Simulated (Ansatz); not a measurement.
`NC1=C[SiH2]1`, charge 0, multiplicity 1.

Question: Give a relaxed structure at PBE0-D4/def2-TZVP (the Gaussian-basis code of Ansatz). (Estimate.)

Answer: Computed: 
Z-matrix (Å, degrees):
```
Si
C 1 1.811
C 1 1.791 2 43.8
H 1 1.487 2 121.3 3 106.8
H 1 1.487 2 121.6 3 -106.7
N 2 1.348 1 153.9 3 175.9
H 3 1.082 1 154.5 2 -179.1
H 6 1.007 2 119.6 1 171.8
H 6 1.003 2 119.1 1 17.6
```
This is one stationary point; other conformers may exist.
